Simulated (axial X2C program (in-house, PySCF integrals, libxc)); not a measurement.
# Which functional? An output for Sb₂⁺

An SCF output computed with an in-house all-electron X2C program for linear molecules (integrals from PySCF) for Sb₂⁺ at 2.584 Å, two-component, state Ω = 3/2, Sb dyall-cv3z [11s12p8d4f1g] (cores contracted in-house), without its first line:

```
basis functions 248  fitting functions 1300  grid points 5806
iter        total energy     max residual
   1     -12950.307230210     3.84e-01
   2     -12950.343538970     5.98e-03
   3     -12950.344666873     2.20e-03
   4     -12950.344824705     1.02e-03
   5     -12950.344880891     7.50e-04
   6     -12950.344917188     6.56e-04
   7     -12950.344945427     5.69e-04
   8     -12950.344974199     4.75e-04
   9     -12950.345010949     3.38e-04
  10     -12950.345046138     3.09e-04
  11     -12950.345093672     1.92e-04
  12     -12950.345109805     8.63e-05
  13     -12950.345112885     2.66e-05
  14     -12950.345113183     8.57e-06
  15     -12950.345113188     3.98e-06
  16     -12950.345113189     1.01e-06
converged
one-electron -18824.73933145  Coulomb 5687.62933458  exact exchange -338.34324358  xc functional 0.00000000  nuclear repulsion 532.65863994  atomic mean-field constant -7.55051268
```

Question: Which level of theory produced it?
A. BLYP
B. HF
C. PBE0

Answer: B. The exact-exchange term against the functional term shows a share of 1 of exact exchange.
